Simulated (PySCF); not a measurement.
SMILES COC(=O)CCC#N (C5H7NO2), singlet, GFN2-xTB optimised geometry. Atoms within 1.6 Å of the plane z = 0.0 Å (x, y, z in Å): C3 (1.14, -0.39, -1.09), O4 (1.83, 0.33, -0.42), C5 (-0.37, -0.44, -1.05), C6 (-0.92, 0.53, 0.00), C7 (-2.36, 0.53, 0.00), N8 (-3.50, 0.52, -0.01), H9 (3.50, -1.55, -1.14), H13 (-0.68, -1.46, -0.84), H14 (-0.56, 1.55, -0.20), H15 (-0.56, 0.25, 0.99).

Method: PBE/def2-TZVP (PySCF). Cells within 0.4 Å of a nucleus heavier than hydrogen are left out (blank, or x).

Map of the electrostatic potential (hartree/e), clipped to [-0.08, 0.12] on the plane z = 0.0 Å:

```
|3333333333334444443333333333333|
|3333333333344444444333333333333|
|3333333333344444444333333333333|
|3333333333444444444333333333333|
|3333333333444444444333333333333|
|3333333333444444444333333333333|
|3222333334444444443333333333333|
|2222223334445555443333333333333|
|2222222334456665543333333333333|
|2211122344568997543222223333333|
|2111123356779999642221222333333|
|1101378899999999632111112233333|
|1002999999999999632464111233333|
|10049xx9xx99xx99745999411233333|
|10049xx9xx99xx99869999711233334|
|1002999999999999989999512233344|
|1101499999999999999998322334444|
|1111123457789999999864333444444|
|2211122345667898788754444544444|
|2222222344567887666655455555444|
|2222223344567776655555555555444|
|3333333344556665555554555555444|
|3333333344455555554444455554444|
|3333333344445555444444444444444|
|3333333444444444444444444444444|
|3333333444444444444444444444444|
|3333333444444444444444444444444|
|3333333444444444444444444444444|
|3333333444444444444444444444444|
|3333333444444444444444444444444|
|3333333444444444444444444444444|
```
Scale: ten equal steps from -0.079 (start of '0') to 0.120 (end of '9'), in the order '0123456789'; x runs from -5.50 to 5.50, y from -5.50 (bottom) to 5.50 (top).
